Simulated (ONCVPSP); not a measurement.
cerium, ONCV: configuration errors across variants

* Element: cerium
* Generator: ONCVPSP 4.0.1
* Type: optimised norm-conserving Vanderbilt (ONCV)
* Functional: PBEsol
* Relativity: scalar-relativistic
* Frozen core: [Kr] 4d10
* Valence charge: 12
* Reference configuration: 4f1 5s2 5p6 5d1.5 6s1.5
* Partial waves: 5s+6s: rc 2.70 bohr, ncon 4, nbas 8, qcut 5 1/bohr, 2 projectors; 5p: rc 3.00 bohr, ncon 5, nbas 8, qcut 4.2 1/bohr, 2 projectors, debl 3.4 Ha; 5d: rc 2.50 bohr, ncon 3, nbas 6, qcut 3.6 1/bohr, 2 projectors, debl 2.1 Ha; 4f: rc 1.50 bohr, ncon 4, nbas 8, qcut 9.4 1/bohr, local
* Local potential: the f channel
* Core correction: none

All-electron excitation energies from the reference (eV): (1) 4f1 5s2 5p6 5d1 6s2 -0.403; (2) 4f1 5s2 5p6 5d1 6s1 5.700; (3) 4f1 5s2 5p6 5d1 6s0 16.738; (4) 4f1 5s2 5p6 5d1 6s1 6p1 2.077.

2 further variants failed, have other tests or too few solved ones, and are left out.

A true bound ghost makes a file unfit for plane-wave use even where its test errors are small: the radial tests pick states by their node count and pass the ghost by.

Errors AE − PS in meV (a dash: test not solved or not reliable):

```
      change   (1)   (2)   (3)    (4)  bound ghosts  GHOST(+) flags above zero
        base  -0.4  -0.5  -2.5    +18             s                       p, d
 f: qcut 7.7  -0.4  -0.4  -2.7    +13          none                    s, p, d
 f: qcut 8.5  -0.5  -0.5  -2.5    +14             s                       p, d
 f: qcut 9.1  -0.5  -0.5  -2.5    +16             s                       p, d
f: qcut 10.3  -0.4  -0.4  -2.4      –             s                       p, d
f: qcut 12.5  -0.8  -0.7  -2.5   +8.4          s, p                          d
f: qcut 13.3  -0.7  -0.6  -2.4   +9.6          s, p                          d
f: qcut 14.1  -0.7  -0.6  -2.4  +10.0          s, p                          d
```

Problem. Give the same row for: f: qcut 11.2.

Solution. +0.3, -0.1, -2.3, +3.7; bound ghosts: s, p; GHOST(+) flags above zero: d.
